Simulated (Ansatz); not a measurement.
System: GaF2, charge 1, singlet. GaF2+ (SMILES [F][Ga+][F]).
B3LYP-D3(BJ)/def2-TZVP minimum from Ansatz (a program for electronic structure):
```
Ga
F 1 1.6703
F 1 1.6703 2 180.00
```
Charge +1, spin multiplicity 1.

Hartree-Fock and CCSD correlation energies in hartree (Ansatz). Radicals and triplets start from unrestricted determinants; spin-orbit coupling is neglected. Correlated methods leave the cores frozen (noble-gas shells, and filled d and f shells in the p block). No relativity. The spin of F2Ga+ ([F][Ga+][F], singlet) was assumed, and the state is the lowest solution found for it.

```json
[
 {"basis": "cc-pVTZ", "X": "3", "E(HF)": "-2121.98061", "E(corr, CCSD)": "-0.56072"},
 {"basis": "cc-pVQZ", "X": "4", "E(HF)": "-2122.00381", "E(corr, CCSD)": "-0.60677"},
 {"basis": "cc-pV5Z", "X": "5", "E(HF)": "-2122.00874", "E(corr, CCSD)": "withheld"}
]
```

Question: Fit E(corr) = E∞ + A/X³ to X = 3 and 4, predict X = 5, and compare with the run.

Answer: A = (-0.56072 - (-0.60677))/(1/27 - 1/64) = 2.1507; E∞ = -0.60677 - A/64 = -0.64037; at X = 5, E∞ + A/125 = -0.62317. The run gave -0.62416, 0.99 mEh below the prediction. The same form on X = 4 and 5 gives E∞ = -0.64241, 2.03 mEh below the first estimate.
